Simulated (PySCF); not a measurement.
# Dipole moment and polarisability across levels of theory

Compound: C₂H₅B₂F₂N.
SMILES: `[BH3-][N+]#CCB(F)F`

PySCF, dipoles from the SCF density, polarisabilities from static response with core orbitals frozen. The structure is a single PBE0-D3(BJ)/def2-SVP conformer in the gas phase; no vibrational or solvent corrections.

The anisotropy is √(½[(α1 − α2)² + (α2 − α3)² + (α3 − α1)²]).

```json
{"level": "LDA/def2-SVPD", "μ (D)": "6.242", "α (au)": "73.07", "anisotropy (au)": "55.90"}
{"level": "PBE/def2-SVPD", "μ (D)": "6.369", "α (au)": "71.61", "anisotropy (au)": "54.15"}
{"level": "B3LYP/def2-SVPD", "μ (D)": "6.713", "α (au)": "67.99", "anisotropy (au)": "47.62"}
{"level": "PBE0/def2-SVPD", "μ (D)": "6.732", "α (au)": "67.19", "anisotropy (au)": "47.26"}
{"level": "BHandHLYP/def2-SVPD", "μ (D)": "7.079", "α (au)": "63.65", "anisotropy (au)": "40.88"}
{"level": "CAM-B3LYP/def2-SVPD", "μ (D)": "6.954", "α (au)": "66.06", "anisotropy (au)": "43.28"}
{"level": "wB97X-D/def2-SVPD", "μ (D)": "6.963", "α (au)": "66.30", "anisotropy (au)": "43.68"}
{"level": "LC-wPBE/def2-SVPD", "μ (D)": "7.117", "α (au)": "64.11", "anisotropy (au)": "40.44"}
{"level": "HF/def2-SVPD", "μ (D)": "7.602", "α (au)": "59.01", "anisotropy (au)": "33.26"}
{"level": "PBE0/6-31G*", "μ (D)": "6.904", "α (au)": "55.51", "anisotropy (au)": "45.15"}
{"level": "PBE0/def2-SVP", "μ (D)": "6.825", "α (au)": "57.38", "anisotropy (au)": "45.74"}
{"level": "PBE0/6-31+G*", "μ (D)": "6.818", "α (au)": "61.81", "anisotropy (au)": "46.95"}
{"level": "PBE0/aug-cc-pVDZ", "μ (D)": "6.739", "α (au)": "67.78", "anisotropy (au)": "47.34"}
{"level": "PBE0/def2-TZVP", "μ (D)": "6.801", "α (au)": "64.27", "anisotropy (au)": "46.97"}
```

The dipole runs from 6.24 D (LDA/def2-SVPD) to 7.60 D (HF/def2-SVPD). No reference polarisability is at hand; against PBE0 in the largest diffuse basis at hand (aug-cc-pVDZ) the other PBE0 rows deviate by 6-31G* -18%, def2-SVP -15%, 6-31+G* -9%, def2-SVPD -1%, def2-TZVP -5%. In one basis (def2-SVPD) the functionals order the polarisability from HF (lowest) to LDA (highest), a spread of 24%. With PBE0 the polarisability is 59.05 au without diffuse functions (mean of 6-31G*, def2-SVP and def2-TZVP) and 65.59 au with them (mean of 6-31+G*, def2-SVPD and aug-cc-pVDZ).
